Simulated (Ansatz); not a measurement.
Geometry optimisation, RHF/def2-SVP (Ansatz).

The input (input.yaml):

```yaml
crystal:
  periodic: [false, false, false]
  atoms:
    - { symbol: W, position_ang: [0.0, 0.0, 0.0] }
    - { symbol: Cl, position_ang: [0.0, 0.0, 2.74] }
    - { symbol: O, position_ang: [1.94, 0.0, 0.0] }
    - { symbol: H, position_ang: [2.2771, -0.9519, -0.0197] }
    - { symbol: O, position_ang: [0.0, 1.94, 0.0] }
    - { symbol: H, position_ang: [-0.6343, 2.2771, -0.71] }
    - { symbol: O, position_ang: [-1.94, 0.0, 0.0] }
    - { symbol: H, position_ang: [-2.2771, -0.1263, 0.9437] }
    - { symbol: H, position_ang: [0.0, -1.72, 0.0] }
    - { symbol: O, position_ang: [0.0, 0.0, -1.94] }
    - { symbol: H, position_ang: [0.5278, 0.7924, -2.2771] }
    - { symbol: O, position_ang: [1.4721, 1.5335, 0.7063] }
    - { symbol: H, position_ang: [2.2027, 1.0805, 1.2365] }
    - { symbol: H, position_ang: [1.039, 1.0824, 1.9242] }
basis:
  gaussian: { orbitals: def2-SVP }
hamiltonian:
  xc: hf
relax:
  f_tol: 0.15
  max_steps: 25
  restrain:
    - { distance: [0, 11], at: 3.14, k: 30.0 }
    - { distance: [13, 1], at: 2.57, k: 30.0 }
    - { distance: [0, 1], at: 2.39, k: 30.0 }
    - { distance: [13, 11], at: 1.01, k: 30.0 }
```

Command:

```bash
$ ansatz run input.yaml --threads 4 --pin off --max-ram 5120MiB --backend cpu --events-out ev --progress --plain --runs-dir out
```

**Question.** Where does it end, and by what steps?

**Answer.** The forces met the threshold. The restraints hold the end off the free minimum; the threshold counts their pulls, which the force column leaves out. Restrained pairs: W1–O12 (2.24 → 3.13 Å), Cl2–H14 (1.71 → 2.57 Å), W1–Cl2 (2.74 → 2.42 Å), O12–H14 (1.37 → 0.97 Å). After 22 steps the energy has fallen by 12.307 eV (the restraints' own energy left out); Cl2 moved furthest, 1.50 Å. The start is strongly strained (largest force component 16 eV/Å), so its close contacts needn't be bonds.

```tsv
step	energy less start (eV)	largest force component (eV/Å)	accepted
0	0.0000	16.051	yes
1	-4.2714	12.150	yes
2	-6.8958	6.294	yes
3	-8.5255	4.567	yes
4	-9.9196	2.518	yes
5	-10.9582	1.589	yes
6	-11.3717	1.449	yes
7	-11.6074	1.625	yes
8	-11.7480	1.241	yes
9	-11.8250	1.134	yes
10	-11.8263	2.084	yes
11	-11.8576	1.874	yes
12	-11.9685	1.217	yes
13	-11.9885	1.674	yes
14	-12.0952	1.223	yes
15	-12.1880	1.002	yes
16	-12.2091	1.528	yes
17	-12.2616	1.142	yes
18	-12.2673	1.502	yes
19	-12.2316	1.266	no
20	-12.2997	1.032	yes
21	-12.3096	0.978	yes
22	-12.3070	1.076	yes
```

```xyz
14
Properties=species:S:1:pos:R:3
W 0.050 -0.007 -0.246
Cl 0.365 -1.155 1.857
O 1.860 -0.406 -0.380
H 2.489 -0.763 0.227
O 0.145 1.735 -0.995
H -0.563 2.235 -1.375
O -1.480 0.602 0.638
H -1.854 0.307 1.454
H -0.812 -1.420 -0.350
O -0.346 -0.485 -2.055
H -0.051 0.173 -2.672
O 1.286 1.812 1.986
H 2.145 2.196 1.891
H 1.374 1.084 2.623
```

The run took 52 s on 4 threads of Arm Neoverse V2, with other jobs on the host, peak memory 0.48 GiB.
